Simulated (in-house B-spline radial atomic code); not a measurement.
Values are calculated unless marked as measured or tabulated.
Softness against transferability: the 4s channel of Ni

Ni, [Ar] 3d8 4s2, non-relativistic PBE, spherical and spin-unpolarised, from an all-electron radial atomic-structure program (B-spline basis) (atomic units). The all-electron 4s level is ε = -0.202976 hartree, its outermost node lies just inside 0.94 bohr and its outer maximum at 2.27 bohr.

Troullier-Martins pseudo-orbitals are made for several radii. The cutoffs (hartree) are the plane-wave energies beyond which the orbital holds less than the named kinetic energy per electron. The phase error is the difference, pseudo minus all-electron, of arctan(R P'/P) at R = 3.48 bohr for all radii, half a hartree below and above the level.

```csv
r_c (bohr),V_l(0) (hartree),cutoff for 10 mEh,for 1 mEh,for 0.1 mEh,phase error at ε − 0.5 (mrad),at ε + 0.5 (mrad)
1.71,0.13,2.98,11.3,25.3,-0.3,-5.0
1.98,2.06,3.08,8.49,13.7,-0.2,-3.5
2.27,1.51,2.88,8,12.7,-0.3,-4.7
2.57,0.75,2.42,4.62,10.6,-0.6,-10.0
2.87,0.27,1.92,3.59,8.65,-1.2,-20.8
3.18,-0.02,1.16,2.98,6.92,-2.6,-39.2
```

Question: Which radius needs the lowest cutoff for 0.1 mEh while both phase errors stay within 10.1 mrad?

Answer: The radii within that limit are 1.71, 1.98, 2.27, 2.57 bohr; of these r_c = 2.57 needs the least, 10.6 hartree, that is 21.2 Ry or 288 eV.

Question: What does the larger radius buy, and what does it cost?

Answer: From r_c = 1.71 to 3.18 bohr the cutoff for 1 mEh goes from 11.3 to 2.98 hartree, a factor of 3.79, against 3.46 for a pure 1/r_c² scaling, end to end; step by step it is 11.3, 8.49, 8, 4.62, 3.59, 2.98, and for 0.1 mEh 25.3, 13.7, 12.7, 10.6, 8.65, 6.92; the number of plane waves goes as the cutoff to the power 3/2, here a factor of 7.4. The larger of the two phase errors is least at r_c = 1.98 bohr, 3.5 mrad; it is 5.0 at the smallest radius and 39.2 at the largest. These errors test the reference atom alone. Large radii also let the cores of neighbours overlap, which an atom doesn't show.
